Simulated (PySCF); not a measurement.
**Electron correlation in Te (tellurium, neutral)**

[Kr] 4d10 5s2 5p4, high-spin 3P determinant. Calculation: PySCF 2.14, in ANO-RCC-VTZP (7s6p4d2f1g, 68 functions); scalar relativity by spin-free X2C-1e. Frozen: [Ar] 3d10; 24 electrons correlated.

MP2 pair energies summed by pair of shells (mhartree):

```json
{"pair": "4d-4d", "energy": "-320.33", "share (%)": "46.2"}
{"pair": "4p-4d", "energy": "-92.72", "share (%)": "13.4"}
{"pair": "4d-5p", "energy": "-73.60", "share (%)": "10.6"}
{"pair": "4d-5s", "energy": "-54.52", "share (%)": "7.9"}
{"pair": "5s-5p", "energy": "-38.45", "share (%)": "5.5"}
{"pair": "5p-5p", "energy": "-37.56", "share (%)": "5.4"}
{"pair": "4p-4p", "energy": "-27.69", "share (%)": "4.0"}
{"pair": "4s-4d", "energy": "-17.06", "share (%)": "2.5"}
{"pair": "4s-4p", "energy": "-9.06", "share (%)": "1.3"}
{"pair": "5s-5s", "energy": "-6.83", "share (%)": "1.0"}
{"pair": "4p-5s", "energy": "-6.64", "share (%)": "1.0"}
{"pair": "4p-5p", "energy": "-5.86", "share (%)": "0.8"}
{"pair": "4s-4s", "energy": "-2.09", "share (%)": "0.3"}
{"pair": "4s-5p", "energy": "-0.62", "share (%)": "0.1"}
{"pair": "4s-5s", "energy": "-0.39", "share (%)": "0.1"}
```

Total MP2 correlation energy: -693.39 mhartree.

Same-spin part -249.06 and opposite-spin part -444.33 mhartree; SCS-MP2 scales them by 1/3 and 6/5 to -616.21 mhartree.
